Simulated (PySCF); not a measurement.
# Ionisation energy of Ar²⁺ by level of theory

Ar²⁺ [Ne] 3s2 3p4 (3P) → Ar³⁺ [Ne] 3s2 3p3 (4S), as a difference of total energies. Computed with PySCF 2.14 in x2c-TZVPPall with one added diffuse shell each of s, p, d type (6s6p4d1f, 51 functions), with the spin-free X2C one-electron Hamiltonian (Gaussian nucleus). Correlated levels: valence: [Ne] frozen. The calculations carry no spin-orbit coupling.

| method | ionisation energy (eV) | plus first-order spin-orbit estimate | difference from reference of that sum (eV) |
| --- | --- | --- | --- |
| UHF | 39.373 | 39.437 | -1.298 |
| MP2 (valence) | 40.172 | 40.237 | -0.498 |
| SCS-MP2 (valence) | 40.260 | 40.325 | -0.410 |
| CCSD (valence) | 40.283 | 40.348 | -0.387 |
| CCSD(T) (valence) | 40.309 | 40.374 | -0.361 |

Reference: 40.735 ± 0.012 eV (semi-empirical (NIST evaluation); NIST Atomic Spectra Database, ionization energies).

A first-order spin-orbit estimate (lowest level to lowest level, LS coupling) adds 0.065 eV.

Errors of the correlated levels include the incompleteness of this basis and the frozen core.
